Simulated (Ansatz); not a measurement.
C2H6Cl3NSi (SMILES CN(C)[Si](Cl)(Cl)Cl), singlet, geometry from GFN2-xTB; SC-NEVPT2/STO-3G, CASSCF(2,4) in Ansatz (a quantum-chemistry and plane-wave program).

The Ansatz input:
Ansatz 0.2 input:
```yaml
crystal:
  periodic: [false, false, false]
  atoms:
    - {symbol: C, position_ang: [-1.92626520, 0.95961606, 1.37247281]}
    - {symbol: N, position_ang: [-1.39986721, 0.01770418, 0.40360078]}
    - {symbol: C, position_ang: [-2.45539200, -0.57417500, -0.39549390]}
    - {symbol: Si, position_ang: [0.25120177, -0.02799336, -0.05089554]}
    - {symbol: Cl, position_ang: [0.78304286, 1.37240454, -1.42497637]}
    - {symbol: Cl, position_ang: [0.62453190, -1.84757279, -0.83454235]}
    - {symbol: Cl, position_ang: [1.35576003, 0.27205368, 1.60870376]}
    - {symbol: H, position_ang: [-2.65822599, 0.45381551, 2.00544031]}
    - {symbol: H, position_ang: [-2.41866058, 1.80013583, 0.87429830]}
    - {symbol: H, position_ang: [-1.12732799, 1.34321833, 1.99964921]}
    - {symbol: H, position_ang: [-2.97496621, 0.18756091, -0.98448081]}
    - {symbol: H, position_ang: [-3.17926142, -1.05652092, 0.26450922]}
    - {symbol: H, position_ang: [-2.04606037, -1.31993068, -1.07010318]}
basis:
  gaussian:
    orbitals: STO-3G
magnetization: {spin_polarized: false}
correlation: {method: sc_nevpt2, electrons: all, active_space: {window: {electrons: 2, orbitals: 4}}}
```

**Question.** Write the output that Ansatz gives for this input, abridged.

**Answer.** 
```
Functional definition: HF
688 factors; integrals over basis functions are off by at most 4.1e-5 eV
mean field evaluation 1: about -48475.3662 eV, gradient 2.9e1 eV
mean field evaluation 2: about -48475.6148 eV, gradient 2.9e1 eV
mean field evaluation 4: about -48479.1644 eV, gradient 1.2e0 eV
mean field evaluation 8: about -48479.1723 eV, gradient 1.8e-5 eV
mean field -48479.17232807 eV, -1781.5767226933 hartree, gradient 2.6e-6 eV, S^2 0.000000; 0 other end points of the search recorded, 0 dependent functions left out
reference -48479.17232807 eV, -1781.5767226933 hartree; 45, 45 occupied and 12, 12 virtual orbitals, 688 factors
state -48479.50370303 eV, -1781.5889004984 hartree
state -48479.50370303 eV, -1781.5889004984 hartree; corrected -48484.59962051 eV, -1781.7761720119 hartree
Total energy: -48484.59962051 eV, -1781.7761720119 hartree
```
